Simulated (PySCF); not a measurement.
Start geometry of Si(vinyl)3(NMe2) (`C=C[Si](C=C)(C=C)N(C)C`) from GFN2-xTB (Å):
```
atom  x, y, z in Å
Si1    0.2256    0.1573    0.1307
C2     0.2107    0.3509    1.9986
C3    -0.8117    0.0049    2.7961
H4     1.2306    0.7890    2.4223
H5    -1.6773   -0.4306    2.4153
H6    -0.6953    0.1308    3.8881
C7     1.9736    0.1532   -0.5347
C8     2.9374    1.0568   -0.2647
H9     2.1965   -0.6465   -1.1372
H10    2.6928    1.8730    0.4296
H11    3.8683    0.9616   -0.6159
C12   -0.7140    1.7456   -0.5657
C13   -0.2609    2.6887   -1.3903
H14   -1.8200    1.8772   -0.2819
H15    0.8424    2.5534   -1.6651
H16   -0.7163    3.5622   -1.7046
N17   -0.7991   -1.1021   -0.3041
C18   -1.5283   -1.2097   -1.5391
C19   -0.5834   -2.4514    0.3034
H20   -1.0076   -1.7870   -2.2801
H21   -1.7174   -0.2286   -1.9845
H22   -2.4446   -1.7808   -1.4395
H23   -0.0649   -2.2718    1.1933
H24   -1.5459   -2.9325    0.4302
H25    0.0989   -3.0997   -0.3296
```

What comes out of this run: PBE0-D3(BJ)/def2-SVP geometry optimisation, gas phase (PySCF 2.14.0)?

```
atom  x, y, z in Å
Si1    0.0668    0.4243    0.0456
C2     0.1404    0.6769    1.9023
C3    -0.6278   -0.0024    2.7621
H4     0.8070    1.4503    2.3077
H5    -1.3188   -0.7779    2.4112
H6    -0.6084    0.1832    3.8423
C7     1.8100    0.4802   -0.6445
C8     2.9216    0.4442    0.1010
H9     1.9323    0.4719   -1.7373
H10    2.8811    0.4342    1.1966
H11    3.9249    0.4193   -0.3402
C12   -0.9588    1.7817   -0.7349
C13   -0.4644    2.7179   -1.5531
H14   -2.0236    1.8401   -0.4691
H15    0.5921    2.7270   -1.8452
H16   -1.0835    3.5239   -1.9637
N17   -0.7118   -1.1021   -0.2795
C18   -1.6579   -1.3099   -1.3438
C19   -0.1120   -2.3204    0.2045
H20   -1.2093   -1.8297   -2.2156
H21   -2.0608   -0.3529   -1.7047
H22   -2.5122   -1.9275   -1.0050
H23    0.6056   -2.1096    1.0116
H24   -0.8755   -3.0101    0.6131
H25    0.4329   -2.8690   -0.5909
```

The energy falls by 28.9 kcal/mol over 31 energy and gradient evaluations, the largest force component goes from 0.0950 to 4.4e-04 Eh/bohr, and the atoms move by 0.592 Å rms after alignment. The bond that changes most is Si1–C12 (ends: silicon bonded to 3 C and N; carbon bonded to C, Si and H), which shortens by 0.101 Å. Bonds longer at the end by more than 0.005 Å: 12 of 24; shorter: 8. Among the angles that change most is C12–C13–H15, from 113.1° to 121.7°. Among the dihedrals that turn most is N17–Si1–C7–C8, from -178° to -108°. Rotational constants go from 1167, 899.8, 805.2 to 1085, 968.9, 840.4 MHz. The orientation of the end geometry is arbitrary; only internal coordinates are fixed.

The run used 219 basis functions and 229 SCF cycles in all. On an Arm Neoverse V1 with one thread, shared host with 32 logical CPUs at a one-minute load of 11, this took 15 min of wall time and 1.1 GiB of memory at its peak.

Whether it is a minimum is left open (no frequencies). One conformer, not necessarily the lowest.
